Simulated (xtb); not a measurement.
xtb input (GFN2-xTB):

```bash
xtb mol.xyz --gfn 2 --ohess tight --chrg 0 --uhf 0
```
mol.xyz:
```
6

B      0.00149237     0.42781242     0.15337034
O      1.15842054    -0.24594986     0.73469053
O     -1.30239594    -0.19854558     0.22580345
H      0.08594532     1.52641127    -0.43372479
H      1.48277572    -0.78058705    -0.02273716
H     -1.40064789    -0.70384730    -0.61478837
```

Output:

```
           -------------------------------------------------
          |                Calculation Setup                |
           -------------------------------------------------

           -------------------------------------------------
          |                 G F N 2 - x T B                 |
           -------------------------------------------------

        Reference                      10.1021/acs.jctc.8b01176
      * Hamiltonian:
        H0-scaling (s, p, d)           1.850000    2.230000    2.230000
        zeta-weighting                 0.500000
      * Dispersion:
        s8                             2.700000
        a1                             0.520000
        a2                             5.000000
        s9                             5.000000
      * Repulsion:
        kExp                           1.500000    1.000000
        rExp                           1.000000
      * Coulomb:
        alpha                          2.000000
        third order                    shell-resolved
        anisotropic                    true
        a3                             3.000000
        a5                             4.000000
        cn-shift                       1.200000
        cn-exp                         4.000000
        max-rad                        5.000000

          ...................................................
          :                      SETUP                      :
          :.................................................:
          :  # basis functions                  15          :
          :  # atomic orbitals                  15          :
          :  # shells                            9          :
          :  # electrons                        18          :
          :  max. iterations                   250          :
          :  Hamiltonian                  GFN2-xTB          :
          :  restarted?                      false          :
          :  GBSA solvation                  false          :
          :  PC potential                    false          :
          :  electronic temp.          300.0000000     K    :
          :  accuracy                    1.0000000          :
          :  -> integral cutoff          0.2500000E+02      :
          :  -> integral neglect         0.1000000E-07      :
          :  -> SCF convergence          0.1000000E-05 Eh   :
          :  -> wf. convergence          0.1000000E-03 e    :
          :  Broyden damping             0.4000000          :
          :  net charge                          0          :
          :  unpaired electrons                  0          :
          ...................................................

 iter      E             dE          RMSdq      gap      omega  full diag
   1    -10.7984589 -0.107985E+02  0.964E+00    6.63       0.0  T
   2    -10.9493302 -0.150871E+00  0.608E+00    3.63       1.0  T
   3    -10.9557619 -0.643176E-02  0.284E+00    4.94       1.0  T
   4    -10.9628647 -0.710279E-02  0.838E-01    4.35       1.0  T
   5    -10.9621236  0.741127E-03  0.742E-01    4.95       1.0  T
   6    -10.9663048 -0.418126E-02  0.592E-02    4.62       1.0  T
[...]
           -------------------------------------------------

      molecular mass/u    :       45.8336601
   center of mass at/Å    :        0.1518967      -0.1179150       0.0634069
  moments of inertia/u·Å² :        0.7949481E+01   0.4824366E+02   0.5619315E+02
rotational constants/cm⁻¹ :        0.2120595E+01   0.3494269E+00   0.2999945E+00

 * 5 selected distances

     #   Z          #   Z                                           value/Å
     1   5 B        2   8 O                                       1.3394897
     1   5 B        3   8 O                                       1.3566898 (max)
     1   5 B        4   1 H                                       1.1756565
     2   8 O        5   1 H                                       0.9591471
     3   8 O        6   1 H                                       0.9543648 (min)

 * 3 distinct bonds (by element types)

   Z      Z             #   av. dist./Å        max./Å        min./Å
   1 H    5 B           1     1.1756565     1.1756565     1.1756565
   1 H    8 O           2     0.9567559     0.9591471     0.9543648
   5 B    8 O           2     1.3480897     1.3566898     1.3394897

           -------------------------------------------------
          |               Frequency Printout                |
           -------------------------------------------------
 projected vibrational frequencies (cm⁻¹)
eigval :       -0.00    -0.00    -0.00     0.00     0.00     0.00
eigval :      440.07   545.32   657.80   831.65   931.04   959.50
eigval :     1061.74  1159.07  1323.01  2594.71  3598.86  3672.10
 reduced masses (amu)
   1: 12.80   2: 10.62   3: 13.11   4: 12.50   5: 13.90   6: 12.73   7: 10.84   8:  2.75
   9:  4.77  10:  3.53  11:  2.32  12:  7.45  13:  4.38  14:  9.29  15: 10.99  16:  1.77
  17:  1.87  18:  1.88
 IR intensities (km·mol⁻¹)
   1:  0.92   2:  1.62   3:  0.57   4:  1.59   5:  1.07   6:  1.00   7: 34.87   8: 82.10
   9:335.68  10: 45.59  11: 63.73  12:129.77  13: 25.82  14:256.34  15:521.08  16:183.19
  17: 11.68  18: 18.19
 Raman intensities (Ä⁴*amu⁻¹)
   1:  0.00   2:  0.00   3:  0.00   4:  0.00   5:  0.00   6:  0.00   7:  0.00   8:  0.00
   9:  0.00  10:  0.00  11:  0.00  12:  0.00  13:  0.00  14:  0.00  15:  0.00  16:  0.00
  17:  0.00  18:  0.00
 output can be read by thermo (or use thermo option).
 writing <g98.out> molden fake output.
 recommended (thermochemical) frequency scaling factor: 1.0
Molecule has the following symmetry elements: (sigma)
It seems to be the Cs point group
Note: The following floating-point exceptions are signalling: IEEE_DENORMAL
normal termination of xtb
           -------------------------------------------------
          |             Thermodynamic Functions             |
           -------------------------------------------------

cs  symmetry found (for desy threshold:  0.10E+00) used in thermo

          ...................................................
          :                      SETUP                      :
          :.................................................:
          :  # frequencies                          12      :
          :  # imaginary freq.                       0      :
          :  linear?                             false      :
          :  only rotor calc.                    false      :
          :  symmetry                               cs      :
          :  rotational number                       1      :
          :  scaling factor                  1.0000000      :
          :  rotor cutoff                   50.0000000 cm⁻¹ :
          :  imag. cutoff                  -20.0000000 cm⁻¹ :
          :.................................................:

    mode    ω/cm⁻¹     T·S(HO)/kcal·mol⁻¹    T·S(FR)/kcal·mol⁻¹   T·S(vib)
   ------------------------------------------------------------------------
   ------------------------------------------------------------------------

   temp. (K)  partition function   enthalpy   heat capacity  entropy
                                   cal/mol     cal/K/mol   cal/K/mol   J/K/mol
 298.15  VIB   1.34                  511.826      5.614      2.304
         ROT  0.112E+05              888.752      2.981     21.512
         INT  0.151E+05             1400.579      8.594     23.816
         TR   0.300E+27             1481.254      4.968     37.376
         TOT                        2881.8325    13.5626    61.1916   256.0256

       T/K    H(0)-H(T)+PV         H(T)/Eh          T*S/Eh         G(T)/Eh
   ------------------------------------------------------------------------
    298.15    0.459249E-02    0.450866E-01    0.290741E-01    0.160125E-01
   ------------------------------------------------------------------------

         :::::::::::::::::::::::::::::::::::::::::::::::::::::
         ::                  THERMODYNAMIC                  ::
         :::::::::::::::::::::::::::::::::::::::::::::::::::::
         :: total free energy         -10.963281843795 Eh   ::
         ::.................................................::
         :: total energy              -10.979294349198 Eh   ::
         :: zero point energy           0.040494106694 Eh   ::
         :: G(RRHO) w/o ZPVE           -0.024481601291 Eh   ::
         :: G(RRHO) contrib.            0.016012505403 Eh   ::
         :::::::::::::::::::::::::::::::::::::::::::::::::::::

optimized geometry written to: xtbopt.xyz

           -------------------------------------------------
          | TOTAL ENERGY              -10.979294349198 Eh   |
          | TOTAL ENTHALPY            -10.934207750128 Eh   |
          | TOTAL FREE ENERGY         -10.963281843795 Eh   |
          | GRADIENT NORM               0.000040100608 Eh/α |
          | HOMO-LUMO GAP               7.539512378397 eV   |
           -------------------------------------------------

------------------------------------------------------------------------
------------------------------------------------------------------------
 total:
 SCF:
 ANC optimizer:
 analytical hessian:
```
